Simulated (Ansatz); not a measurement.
Consider the hydrogenolysis of the Si–Cl bond: `F[CH]([GaH2])[SiH2]Cl` + H₂ → `F[CH]([SiH3])[GaH2]` + HCl.

Calculated with Ansatz (gas phase, PBE0-D4/def2-TZVP geometries, no zero-point term in ΔE). CBS: MP2 limit from def2 TZ/QZ plus the TZ coupled-cluster correction, frozen cores. This one scheme is used for every species. DFT in def2-TZVPP. B3LYP here is the variant with VWN-RPA as its local correlation; programs differ in this. For Ga outer-core shells are correlated without core-valence functions, which leaves a few kJ/mol of doubt a bond. Scalar relativity is left out up to krypton. One conformer a species, not always the lowest.

```tsv
level	ΔE (kJ/mol)	difference from CCSD(T)/CBS
PBE-D4	78.5	-0.4
r2SCAN-D4	83.2	4.3
PBE0-D4	77.7	-1.2
B3LYP-D4	77.9	-1.0
ωB97X-V	76.9	-2.0
ωB97M-V	79.5	0.6
B2PLYP	75.2	-3.7
PBE0	73.5	-5.4
B3LYP	70.3	-8.6
HF/def2-TZVPP	66.0	-12.9
SCS-MP2/def2-TZVPP	77.4	-1.5
CCSD/def2-TZVPP	69.9	-9.0
CCSD(T)/def2-TZVPP	73.2	-5.7
HF/def2-QZVPP	66.1	-12.8
SCS-MP2/def2-QZVPP	80.7	1.8
CCSD/CBS(def2)	75.6	-3.3
CCSD(T)/CBS	78.9	0
```

Largest T1 diagnostic among the species: 0.013.

The D4 term adds +7.5 kJ/mol with B3LYP and +4.1 kJ/mol with PBE0; it sums over pairs of atoms, weighted by their polarisabilities, and B3LYP, whose exchange is more repulsive, gets the larger term. In def2-TZVPP, CCSD(T) changes the Hartree–Fock value by +7.2 kJ/mol (the triples alone add +3.3 kJ/mol) and MP2 by +17.5 kJ/mol.
